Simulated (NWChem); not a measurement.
System: ZrH$_{2}$Cl$_{2}$; SMILES [Cl][ZrH2][Cl]

Excerpt of the output:

```
             Northwest Computational Chemistry Package (NWChem) 7.3.0
             --------------------------------------------------------

 C2V symmetry detected

                             Geometry "geometry" -> ""
                             -------------------------

 Output coordinates in angstroms (scale by  1.889725989 to convert to a.u.)

  No.       Tag          Charge          X              Y              Z
 ---- ---------------- ---------- -------------- -------------- --------------
    1 Zr                  40.0000     0.00000000     0.00000000    -0.65201919
    2 Cl                  17.0000     1.73679317     0.00000000     0.85668620
    3 Cl                  17.0000    -1.73679317     0.00000000     0.85668620
    4 H                    1.0000     0.00000000    -1.58800553    -1.52328174
    5 H                    1.0000     0.00000000     1.58800553    -1.52328174

 Effective nuclear repulsion energy (a.u.)     391.1436756246

      Symmetry information
      --------------------

 Group name             C2v
 Group number             16
 Group order               4
 No. of unique centers     3

                                Z-matrix (autoz)
                                --------

 Units are Angstrom for bonds and degrees for angles

      Type          Name      I     J     K     L     M      Value
      ----------- --------  ----- ----- ----- ----- ----- ----------
    1 Stretch                  1     2                       2.30057
    2 Stretch                  1     3                       2.30057
    3 Stretch                  1     4                       1.81131
    4 Stretch                  1     5                       1.81131
    5 Bend                     2     1     3                98.04007
    6 Bend                     2     1     4               108.38767
    7 Bend                     2     1     5               108.38767
    8 Bend                     3     1     4               108.38767
    9 Bend                     3     1     5               108.38767
   10 Bend                     4     1     5               122.49707

                           NWChem Geometry Optimization
                           ----------------------------

[...]

      ----------------------
      Optimization converged
      ----------------------

  Step       Energy      Delta E   Gmax     Grms     Xrms     Xmax
  ---- ---------------- -------- -------- -------- -------- --------
@    7    -968.15890089 -1.0D-07  0.00002  0.00001  0.00062  0.00125
                                     ok       ok       ok       ok

                                Z-matrix (autoz)
                                --------

 Units are Angstrom for bonds and degrees for angles

      Type          Name      I     J     K     L     M      Value     Gradient
      ----------- --------  ----- ----- ----- ----- ----- ---------- ----------
    1 Stretch                  1     2                       2.32285    0.00001
    2 Stretch                  1     3                       2.32285    0.00001
    3 Stretch                  1     4                       1.83448   -0.00002
    4 Stretch                  1     5                       1.83448   -0.00002
    5 Bend                     2     1     3               116.77998   -0.00001
    6 Bend                     2     1     4               107.71716    0.00000
    7 Bend                     2     1     5               107.71716    0.00000
    8 Bend                     3     1     4               107.71716    0.00000
    9 Bend                     3     1     5               107.71716    0.00000
   10 Bend                     4     1     5               109.01295    0.00000

                         Geometry "geometry" -> "geometry"
                         ---------------------------------

 Output coordinates in angstroms (scale by  1.889725989 to convert to a.u.)

[...]

 Rotational Constants
 --------------------
 A=   0.248322 cm-1  (  0.357272 K)
 B=   0.060598 cm-1  (  0.087186 K)
 C=   0.050011 cm-1  (  0.071953 K)

 Temperature                      =   298.15K
 frequency scaling parameter      =   1.0000

 Zero-Point correction to Energy  =    8.869 kcal/mol  (  0.014134 au)
 Thermal correction to Energy     =   12.211 kcal/mol  (  0.019460 au)
 Thermal correction to Enthalpy   =   12.803 kcal/mol  (  0.020403 au)

 Total Entropy                    =   76.090 cal/mol-K
   - Translational                =   41.135 cal/mol-K (mol. weight = 161.8577)
   - Rotational                   =   25.774 cal/mol-K (symmetry #  =        2)
   - Vibrational                  =    9.180 cal/mol-K

 Cv (constant volume heat capacity) =   16.258 cal/mol-K
   - Translational                  =    2.979 cal/mol-K
   - Rotational                     =    2.979 cal/mol-K
   - Vibrational                    =   10.299 cal/mol-K

[normal modes left out]

 ----------------------------------------------------------------------------
 Normal Eigenvalue ||           Projected Infra Red Intensities
  Mode   [cm**-1]  || [atomic units] [(debye/angs)**2] [(KM/mol)] [arbitrary]
 ------ ---------- || -------------- ----------------- ---------- -----------
    1       -0.000 ||    0.000028           0.001         0.027       0.004
    2       -0.000 ||    0.000016           0.000         0.015       0.002
    3       -0.000 ||    0.000016           0.000         0.016       0.002
    4        0.000 ||    0.000007           0.000         0.007       0.001
    5        0.000 ||    0.000000           0.000         0.000       0.000
    6        0.000 ||    0.000005           0.000         0.005       0.001
    7       90.507 ||    0.004403           0.102         4.292       0.562
    8      246.542 ||    0.037981           0.876        37.026       4.849
    9      382.367 ||    0.005422           0.125         5.286       0.692
   10      397.451 ||    0.016097           0.371        15.692       2.055
   11      470.969 ||    0.000000           0.000         0.000       0.000
   12      542.969 ||    0.249503           5.756       243.228      31.854
   13      585.001 ||    0.162377           3.746       158.293      20.731
   14     1733.556 ||    0.425872           9.825       415.161      54.372
   15     1757.648 ||    0.273162           6.302       266.292      34.875
 ----------------------------------------------------------------------------
```

Level: PBE0/def2-SVP with def2 effective core potentials on Zr. def2 effective core potentials on Zr; no spin-orbit coupling.

**Question.** Write an input that gives this output.

**Answer.** One answer among several that fit: the input that was run:
```
start job
memory heap 200 mb stack 900 mb global 1100 mb
geometry units angstroms
  Zr    -0.529177    -0.179183    -0.314269
  Cl     1.470881     0.658767    -1.082531
  Cl    -0.038262    -0.173673     1.933316
  H     -0.676455    -1.899170    -0.862732
  H     -1.820422     1.053711    -0.620081
end
basis spherical
  * library def2-svp
end
ecp
  Zr library def2-ecp
end
dft
  xc pbe0
  iterations 150
end
driver
  maxiter 120
end
task dft optimize
dft
  grid fine
  convergence energy 1d-8 density 1d-7
end
task dft freq numerical
```
